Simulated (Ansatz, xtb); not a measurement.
## GaH2OSi: where a starting geometry ends

The starting geometry of this gas-phase doublet was built from a drawn formula by distance geometry and a force field; its bonds are those of `[O]1[SiH][GaH]1`.

```xyz
5

Ga   -1.0840   -0.2801   -2.2399
O    -1.4485   -1.5777   -0.8824
Si   -2.9152   -0.7017   -0.7402
H    -3.5826   -0.6685   -2.0106
H    -1.2481    0.8843   -2.5298
```

Question: Predict what it relaxes into with r2SCAN-D4/def2-SVP.

Answer: A new bond forms, giving a structure with H4 bridging Ga1 and Si3, given below by its coordinates. Distances that change by over a tenth: Ga1–Si3 (2.40 → 2.66 Å), Ga1–H5 (1.21 → 1.59 Å), Si3–H4 (1.44 → 1.74 Å). Contacts that close: Ga1–H4 (2.54 → 1.84 Å).

The energy falls by 3.17 eV over 11 steps:

```
step  E − E(last) (eV)
   1             3.172
   2             1.337
   3             0.640
   4             0.361
   5             0.246
   7             0.044
   8             0.010
   9             0.001
  10             0.000
  11             0.000
```

Final geometry (Å):

```yaml
atoms:
  - { symbol: Ga, position_ang: [-1.4454, -0.4920, -2.5195] }
  - { symbol: O, position_ang: [-1.4612, -1.1758, -0.6910] }
  - { symbol: Si, position_ang: [-3.0764, -1.1467, -0.5265] }
  - { symbol: H, position_ang: [-3.2522, -0.5776, -2.1612] }
  - { symbol: H, position_ang: [-1.0432, 1.0484, -2.5048] }
```

From the same start GFN2-xTB ends elsewhere, differing in Ga1–Si3 (3.12 against 2.66 Å here), Ga1–H4 (3.03 against 1.84 Å here), Ga1–H5 (2.13 against 1.59 Å here).

No frequencies were run, so the end isn't proven a minimum. Open shells are spin-unrestricted. Run with Ansatz 0.2.0, 44 s on 1 thread of Intel(R) Xeon(R) 6975P-C (Granite Rapids), on a shared host.
